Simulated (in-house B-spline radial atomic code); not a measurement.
A calculation on the germanium ion Ge⁺: its settings, and results tabulated from the run. Method: scalar-relativistic (X2C) PBE, spherical fractional occupations, Fermi nucleus of rms radius 4.0742 fm, inside a hard spherical wall at 6.56 bohr. Calculated with an all-electron radial atomic-structure program (B-spline basis).

Command:
```bash
python run_scf.py task.json out
```
Settings (nuclear radius in fm, mass in u):
```
Z                32
configuration    [Ar] 3d10 4s2 4f1
hamiltonian      x2c
method           pbe,pbe
spin_polarised   False
nucleus          fermi
rms_radius       4.0742
atomic_mass      73.92118
speed_of_light   137.035999084
wall_radius      6.56
```

Output (hartree, bohr):
```
 radial grid: 64 intervals, B-splines of order 8, outer radius 6.56 bohr

 iter        energy (Eh)    residual
    1       -2096.956260    3.65e-01
    2       -2097.172004    1.30e-01
    3       -2097.560624    3.19e-02
    4       -2097.581742    1.06e-02
    5       -2097.579921    1.22e-02
    6       -2097.583292    3.49e-03
    7       -2097.583584    2.62e-05
    8       -2097.583584    3.00e-06
    9       -2097.583584    6.22e-07
   10       -2097.583584    2.57e-08

 total energy                     -2097.58358
 kinetic                            2142.4042
 electron-nucleus                  -5048.7020
 Hartree                             888.1857
 exchange-correlation                -79.4715

 orbital      occ     eigenvalue          <r>       <r^2>       <1/r>       r_max
 1s         2.000      -402.8797    0.0466169  0.00293677     33.0284     0.03029
 2s         2.000       -50.8505     0.209754   0.0519616     7.21302       0.176
 2p         6.000       -44.4988       0.1836   0.0413173     6.97752      0.1411
 3s         2.000        -6.6695     0.624155    0.449543     2.30144      0.5426
 3p         6.000        -4.7286     0.646876    0.492705     2.13278      0.5433
 3d        10.000        -1.5571     0.731606    0.683484     1.78611      0.5036
 4s         2.000        -0.8296      1.96917     4.43017    0.667984       1.678
 4f         1.000         0.1424      4.09095       17.64    0.261382        4.24
```

Time taken, with all properties: 0.09 s on 1 thread of Arm Neoverse V2, with other jobs on the host.

One-electron X2C: radii and densities carry no picture-change correction, so inner-shell <1/r> comes out high (for 1s by about 2 % at Z = 33, 5 % at 54, 10 % at 75, 30 % at 118) and <r> low.
